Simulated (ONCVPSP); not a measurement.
## Tc: excitation energies, all-electron against ONCV

* Element: technetium (Tc)
* Generator: ONCVPSP 4.0.1
* Type: optimised norm-conserving Vanderbilt (ONCV)
* Functional: PBE
* Relativity: scalar-relativistic
* Frozen core: [Kr]
* Valence charge: 7
* Reference configuration: 4d5 5s1 (charge +1)
* Partial waves: 5s: rc 2.85 bohr, ncon 5, nbas 10, qcut 1.9 1/bohr, 2 projectors, debl 0.8 Ha; p scattering state at 0.21 Ha: rc 2.40 bohr, ncon 4, nbas 7, qcut 3.9 1/bohr, 2 projectors, debl 4 Ha; 4d: rc 2.40 bohr, ncon 4, nbas 9, qcut 6.7 1/bohr, 2 projectors, debl 3.2 Ha
* Local potential: polynomial inside 2.20 bohr (lpopt 5, dvloc0 4 Ha)
* Core correction: Teter function, fcfact 5.5, rcfact 1

In the p channel the program set the typed energies aside and used 0.050, 4.050 Ha.

Energies are relative to the spin-unpolarised reference configuration 4d5 5s1; without spin polarisation the order of configurations can differ from experiment.

Q: Give the all-electron excitation energy and the error of the potential for: 4d5 5s2; 4d5 5s0; 4d4 5s0; 4d4 5s2.

A:

```csv
valence configuration,charge,ΔE all-electron (eV),error AE − PS (meV)
4d5 5s2,0,-8.154,+14
4d5 5s0,+2,14.852,+41
4d4 5s0,+3,43.557,+57
4d4 5s2,+1,3.489,-23
```
